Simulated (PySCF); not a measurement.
PySCF input for CdTe, SMILES [Cd]=[Te], TDDFT-ωB97X/def2-TZVPD. Geometry: PBE0-D3(BJ)/def2-TZVP. The def2 effective core potentials stand for the cores of Cd, Te; spin–orbit coupling is left out.

```python
import numpy as np
from pyscf import gto, scf, dft, tdscf

mol = gto.M(
    atom='''
    Cd    0.00000000    0.00000000   -1.32504306
    Te    0.00000000    0.00000000    1.22311668
    ''',
    basis='def2-TZVPD',
    ecp={'Cd': 'def2-tzvp', 'Te': 'def2-tzvp'},
    charge=0,
    spin=0,
    symmetry=True,
    symmetry_subgroup='C2v',
    max_memory=1600,
    verbose=4,
)
mf = dft.RKS(mol, xc='wb97x').density_fit(auxbasis='def2-universal-jkfit')
mf.grids.level = 3
mf.conv_tol = 1e-9
mf.max_cycle = 100
mf.kernel()
mf.grids = dft.Grids(mol).set(level=1).build(with_non0tab=True)  # coarser grid for the response kernel
td = tdscf.TDDFT(mf)
td.singlet = True
td.nstates = 10
td.conv_tol = 1e-4
td.positive_eig_threshold = 1e-6
td.kernel(x0=td.get_init_guess(mf, 15))
td.analyze()
tt = tdscf.TDA(mf)
tt.singlet = False
tt.nstates = 4
tt.conv_tol = 1e-4
tt.positive_eig_threshold = 1e-6
tt.kernel(x0=tt.get_init_guess(mf, 9))
tt.analyze(verbose=3)
```

Program output:

```
PySCF version 2.14.0

[INPUT] verbose = 4
[INPUT] num. atoms = 2
[INPUT] num. electrons = 44
[INPUT] charge = 0
[INPUT] spin (= nelec alpha-beta = 2S) = 0
[INPUT] symmetry True subgroup C2v
[INPUT] Mole.unit = angstrom
[INPUT] Symbol           X                Y                Z      unit          X                Y                Z       unit  Magmom
[INPUT]  1 Cd     0.000000000000   0.000000000000  -1.325043060000 AA    0.000000000000   0.000000000000  -2.503968486656 Bohr   0.0
[INPUT]  2 Te     0.000000000000   0.000000000000   1.223116680000 AA    0.000000000000   0.000000000000   2.311355543587 Bohr   0.0

nuclear repulsion = 99.6817653361088
point group symmetry = Coov, use subgroup C2v
symmetry origin: [0.00000000e+00 0.00000000e+00 9.07068525e-09]
symmetry axis x: [1. 0. 0.]
symmetry axis y: [0. 1. 0.]
symmetry axis z: [0. 0. 1.]
num. orbitals of irrep A1 = 43
num. orbitals of irrep A2 = 10
num. orbitals of irrep B1 = 23
num. orbitals of irrep B2 = 23
number of shells = 33
number of NR pGTOs = 166
number of NR cGTOs = 99
basis = def2-TZVPD
ecp = {'Cd': 'def2-tzvp', 'Te': 'def2-tzvp'}


******** <class 'pyscf.df.df_jk.DFSymAdaptedRKS'> ********
method = DFSymAdaptedRKS
initial guess = minao
damping factor = 0
level_shift factor = 0
DIIS = <class 'pyscf.scf.diis.CDIIS'>
diis_start_cycle = 1
diis_space = 8
diis_damp = 0
SCF conv_tol = 1e-09
SCF conv_tol_grad = None
SCF max_cycles = 100
direct_scf = False
XC library pyscf.dft.libxc version 7.1.2
    S. Lehtola, C. Steigemann, M. J. T. Oliveira, and M. A. L. Marques,  SoftwareX 7, 1–5 (2018)
XC functionals = wb97x
    J.-D. Chai and M. Head-Gordon,  J. Chem. Phys. 128, 084106 (2008)
radial grids:
    Treutler-Ahlrichs [JCP 102, 346 (1995); DOI:10.1063/1.469408] (M4) radial grids

becke partition: Becke, JCP 88, 2547 (1988); DOI:10.1063/1.454033
pruning grids: <function nwchem_prune>
grids dens level: 3
symmetrized grids: True
atomic radii adjust function: <function treutler_atomic_radii_adjust>
small_rho_cutoff = 0
Freeze 0 electrons in irreps []
    44 free electrons in irreps A1 A2 B1 B2
Set gradient conv threshold to 3.16228e-05
Initial guess from minao.
tot grids = 44352
******** <class 'pyscf.df.df.DF'> ********
auxbasis = def2-universal-jkfit
Create RSH-DF object <pyscf.df.df.DF object> for omega=0.3
******** <class 'pyscf.df.df.DF'> ********
auxbasis = auxmol.basis = def2-universal-jkfit
init E= -381.281924589499
HOMO (B2) = -1.2239540130458  LUMO (A1) = -1.07470097633272  gap/eV = 4.06138
cycle= 1 E= -433.618102436653  delta_E= -52.3  |g|= 3.94  |ddm|= 28.1
HOMO (B1) = 0.011251091482317  LUMO (A1) = 0.0249861615332811  gap/eV = 0.37375
cycle= 2 E= -433.349807191999  delta_E= 0.268  |g|= 4.05  |ddm|= 8.42
HOMO (B1) = -0.338983885899171  LUMO (A1) = -0.104350996249814  gap/eV = 6.38469
cycle= 3 E= -435.779592418245  delta_E= -2.43  |g|= 0.436  |ddm|= 3.94
HOMO (B1) = -0.233901935309365  LUMO (A1) = -0.0924792030073975  gap/eV = 3.84831
cycle= 4 E= -435.827371995952  delta_E= -0.0478  |g|= 0.306  |ddm|= 1.09
HOMO (B1) = -0.277129245540539  LUMO (A1) = -0.0840773488579902  gap/eV = 5.25321
cycle= 5 E= -435.8482473455  delta_E= -0.0209  |g|= 0.0767  |ddm|= 0.397
HOMO (B1) = -0.2833384347574  LUMO (A1) = -0.0850988547602913  gap/eV = 5.39437
cycle= 6 E= -435.849127947288  delta_E= -0.000881  |g|= 0.0181  |ddm|= 0.0932
HOMO (B2) = -0.288324620263052  LUMO (A1) = -0.0855979951237282  gap/eV = 5.51647
cycle= 7 E= -435.849421888868  delta_E= -0.000294  |g|= 0.0081  |ddm|= 0.06
HOMO (B1) = -0.288401855696844  LUMO (A1) = -0.0851502154474177  gap/eV = 5.53076
cycle= 8 E= -435.849499455576  delta_E= -7.76e-05  |g|= 0.00399  |ddm|= 0.0306
HOMO (B2) = -0.288655829704308  LUMO (A1) = -0.0847910270922707  gap/eV = 5.54744
cycle= 9 E= -435.849525949484  delta_E= -2.65e-05  |g|= 0.00181  |ddm|= 0.0189
HOMO (B2) = -0.288951862529727  LUMO (A1) = -0.0847863549334278  gap/eV = 5.55563
cycle= 10 E= -435.849529011367  delta_E= -3.06e-06  |g|= 0.000367  |ddm|= 0.00756
HOMO (B1) = -0.288956205415321  LUMO (A1) = -0.0848268429972432  gap/eV = 5.55464
cycle= 11 E= -435.849529131572  delta_E= -1.2e-07  |g|= 0.000137  |ddm|= 0.00159
HOMO (B1) = -0.288988246719986  LUMO (A1) = -0.0848468232823141  gap/eV = 5.55497
cycle= 12 E= -435.849529140712  delta_E= -9.14e-09  |g|= 2.64e-05  |ddm|= 0.000409
HOMO (B1) = -0.288997635885257  LUMO (A1) = -0.0848494307515884  gap/eV = 5.55516
cycle= 13 E= -435.849529140937  delta_E= -2.25e-10  |g|= 6.38e-06  |ddm|= 0.000129
HOMO (B1) = -0.28899606523405  LUMO (A1) = -0.0848495165043328  gap/eV = 5.55511
Extra cycle  E= -435.849529140948  delta_E= -1.11e-11  |g|= 4.49e-06  |ddm|= 1.17e-05
converged SCF energy = -435.849529140948
tot grids = 16232
Overwritten attributes  positive_eig_threshold  of <class 'pyscf.tdscf.rks.TDDFT'>


******** <class 'pyscf.tdscf.rks.TDDFT'> for <class 'pyscf.df.df_jk.DFSymAdaptedRKS'> ********
nstates = 10 singlet
deg_eia_thresh = 1.000e-03
wfnsym = None
conv_tol = 0.0001
eigh lindep = 1e-12
eigh level_shift = 0
eigh max_cycle = 100


Excitation energies (eV)
[0.5963861  0.5963861  3.58013044 4.05136065 4.11889479 4.11897942
 5.51026419 5.74116606 5.74116606 6.297487  ]

** Singlet excitation energies and oscillator strengths **
Excited State   1:   B2      0.59639 eV   2078.93 nm  f=0.0015
      22 -> 23       -0.71932
Excited State   2:   B1      0.59639 eV   2078.93 nm  f=0.0015
      21 -> 23       -0.71932
Excited State   3:   A1      3.58013 eV    346.31 nm  f=0.1109
      20 -> 23       -0.58890
      21 -> 24        0.27141
      22 -> 25        0.27141
Excited State   4:   A2      4.05136 eV    306.03 nm  f=0.0000
      21 -> 25       -0.49247
      22 -> 24        0.49247
Excited State   5:   A2      4.11889 eV    301.01 nm  f=0.0000
      21 -> 25        0.49350
      22 -> 24        0.49350
Excited State   6:   A1      4.11898 eV    301.01 nm  f=0.0000
      21 -> 24        0.49350
      22 -> 25       -0.49350
Excited State   7:   A1      5.51026 eV    225.01 nm  f=1.1400
      20 -> 23        0.37438
      21 -> 24        0.40187
      21 -> 27       -0.11203
      22 -> 25        0.40187
      22 -> 28       -0.11203
Excited State   8:   B1      5.74117 eV    215.96 nm  f=0.0951
      20 -> 24       -0.12840
      21 -> 26        0.43969
      21 -> 29        0.52810
Excited State   9:   B2      5.74117 eV    215.96 nm  f=0.0951
      20 -> 25        0.12840
      22 -> 26       -0.43969
      22 -> 29       -0.52810
Excited State  10:   B2      6.29749 eV    196.88 nm  f=0.0465
      20 -> 25       -0.11414
      22 -> 26       -0.48670
      22 -> 29        0.42149
      22 -> 30        0.13114
      22 -> 33        0.21744

** Transition electric dipole moments (AU) **
state          X           Y           Z        Dip. S.      Osc.
  1         0.0000     -0.3202     -0.0000      0.1025      0.0015
  2        -0.3202     -0.0000     -0.0000      0.1025      0.0015
  3        -0.0000      0.0000      1.1244      1.2642      0.1109
  4         0.0000      0.0000      0.0000      0.0000      0.0000
  5         0.0000     -0.0000     -0.0000      0.0000      0.0000
  6        -0.0000      0.0000      0.0000      0.0000      0.0000
  7         0.0000     -0.0000     -2.9059      8.4444      1.1400
  8         0.8221      0.0000      0.0000      0.6758      0.0951
  9         0.0000     -0.8221     -0.0000      0.6758      0.0951
 10        -0.0000      0.5488      0.0000      0.3012      0.0465

WARN: ECP detected. Skipping calculation of transition velocity and magnetic dipole moments, which have not yet been implemented.

Overwritten attributes  positive_eig_threshold  of <class 'pyscf.tdscf.rks.TDA'>


******** <class 'pyscf.tdscf.rks.TDA'> for <class 'pyscf.df.df_jk.DFSymAdaptedRKS'> ********
nstates = 4 triplet
deg_eia_thresh = 1.000e-03
wfnsym = None
conv_tol = 0.0001
eigh lindep = 1e-12
eigh level_shift = 0
eigh max_cycle = 100


Excitation energies (eV)
[0.22515349 0.22515349 2.27706262 3.89150004]

** Triplet excitation energies and oscillator strengths **
Excited State   1:   B2      0.22515 eV   5506.65 nm  f=0.0000
Excited State   2:   B1      0.22515 eV   5506.65 nm  f=0.0000
Excited State   3:   A1      2.27706 eV    544.49 nm  f=0.0000
Excited State   4:   A1      3.89150 eV    318.60 nm  f=0.0000
```

The run converged.
